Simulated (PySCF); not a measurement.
H₆Si₂Te. Atoms are numbered in the order given.

```xyz
9

Te     0.0000     0.0000     0.7175
Si    -1.8136     0.0000    -1.0390
H     -3.1113     0.0000    -0.3093
H     -1.7125    -1.2127    -1.8993
H     -1.7125     1.2127    -1.8993
Si     1.8136     0.0000    -1.0390
H      1.7125     1.2127    -1.8993
H      1.7125    -1.2127    -1.8993
H      3.1113     0.0000    -0.3093
```
Charge 0, spin multiplicity 1.

Geometry optimised at B3LYP-D3(BJ)/def2-SVP. The def2 effective core potentials stand for the cores of Te; spin–orbit coupling is left out.

These are PySCF with ωB97X/def2-TZVPD values and carry that method's errors.

Mulliken values depend strongly on the basis, most of all with diffuse functions as here. ESP charges are fitted to the potential on shells at 1.4 to 2.0 van der Waals radii. Atomic charges (e):

```json
[
 {"atom": "Te1", "ESP fit": "-0.09", "Mulliken": "0.06"},
 {"atom": "Si2", "ESP fit": "-0.03", "Mulliken": "0.22"},
 {"atom": "H3", "ESP fit": "0.04", "Mulliken": "-0.11"},
 {"atom": "H4", "ESP fit": "0.02", "Mulliken": "-0.07"},
 {"atom": "H5", "ESP fit": "0.02", "Mulliken": "-0.07"},
 {"atom": "Si6", "ESP fit": "-0.03", "Mulliken": "0.22"},
 {"atom": "H7", "ESP fit": "0.02", "Mulliken": "-0.07"},
 {"atom": "H8", "ESP fit": "0.02", "Mulliken": "-0.07"},
 {"atom": "H9", "ESP fit": "0.04", "Mulliken": "-0.11"}
]
```
